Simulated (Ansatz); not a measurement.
`O=C(O)O[SiH3]` + `N=[C](O)[GaH2]` → `O/[C]([GaH2])=N/[SiH3]` + `O=C(O)O`  (ligand exchange at the Si–O bond)

Isolated molecules relaxed with PBE0-D4/def2-TZVP in Ansatz; ΔE leaves out vibrations. CCSD(T)/CBS is the MP2 limit (def2-TZVPP, def2-QZVPP) plus CCSD(T) − MP2 in def2-TZVPP, frozen cores. Functionals use def2-TZVPP. B3LYP here is the variant with VWN-RPA as its local correlation; programs differ in this. For Ga outer-core shells are correlated without core-valence functions, which leaves a few kJ/mol of doubt a bond. Scalar relativity is left out up to krypton. Each species was taken in one conformer, which may not be the lowest.

| species | B3LYP energy (Eh) |
| --- | --- |
| `O=C(O)O[SiH3]` | -555.88584 |
| `N=[C](O)[GaH2]` | -2095.43808 |
| `O/[C]([GaH2])=N/[SiH3]` | -2386.18430 |
| `O=C(O)O` | -265.12973 |

Task: Work out ΔE.

Result: ΔE = (-2386.18430) + (-265.12973) − (-555.88584) − (-2095.43808) = 0.00989 Eh = +26.0 kJ/mol. CCSD(T)/CBS gives +18.8 kJ/mol.

Largest T1 diagnostic among the species: 0.015.

The D4 term adds −6.3 kJ/mol with B3LYP and −3.4 kJ/mol with PBE0; it sums over pairs of atoms, weighted by their polarisabilities, and B3LYP, whose exchange is more repulsive, gets the larger term. In def2-TZVPP, CCSD(T) changes the Hartree–Fock value by −19.2 kJ/mol (the triples alone add −3.6 kJ/mol) and MP2 by −21.3 kJ/mol.
